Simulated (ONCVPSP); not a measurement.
## An all-electron radial function and its pseudo partner (K (Z = 19))

Columns: radius, all-electron u(r) and pseudo u(r) of the 3p shell (level -18.80 eV) of potassium in the configuration [Ne] 3s2 3p6 4s1; PBEsol, scalar-relativistic, ONCV scheme, ONCVPSP 4.0.1.

| r (bohr) | all-electron | pseudo |
| --- | --- | --- |
| 0.115 | -0.3153 | 0.0254 |
| 0.230 | -0.4293 | 0.0978 |
| 0.345 | -0.2588 | 0.2077 |
| 0.460 | 0.0223 | 0.3408 |
| 0.575 | 0.3030 | 0.4810 |
| 0.690 | 0.5347 | 0.6129 |
| 0.805 | 0.7041 | 0.7240 |
| 0.920 | 0.8132 | 0.8065 |
| 1.035 | 0.8710 | 0.8571 |
| 1.150 | 0.8889 | 0.8769 |
| 1.265 | 0.8775 | 0.8700 |
| 1.380 | 0.8458 | 0.8421 |
| 1.495 | 0.8010 | 0.7996 |
| 1.610 | 0.7483 | 0.7480 |
| 1.725 | 0.6918 | 0.6918 |
| 1.840 | 0.6343 | 0.6343 |
| 1.955 | 0.5776 | 0.5776 |
| 2.070 | 0.5232 | 0.5232 |
| 2.185 | 0.4717 | 0.4717 |
| 2.300 | 0.4237 | 0.4237 |
| 2.415 | 0.3794 | 0.3794 |
| 2.530 | 0.3389 | 0.3389 |
| 2.645 | 0.3021 | 0.3021 |
| 2.760 | 0.2687 | 0.2687 |
| 2.875 | 0.2387 | 0.2387 |
| 2.990 | 0.2118 | 0.2118 |

(1) How many radial nodes do the two functions have?

(2) Is the pseudo-wave norm-conserving?

Results:

(1) The all-electron 3p function has n − l − 1 = 1; the pseudo-wave has 0, since the states of the same l below it are removed with the core.

(2) Yes: the ONCV scheme keeps the norm inside the radius equal to the all-electron one, which fixes the energy derivative of the logarithmic derivative at the level.
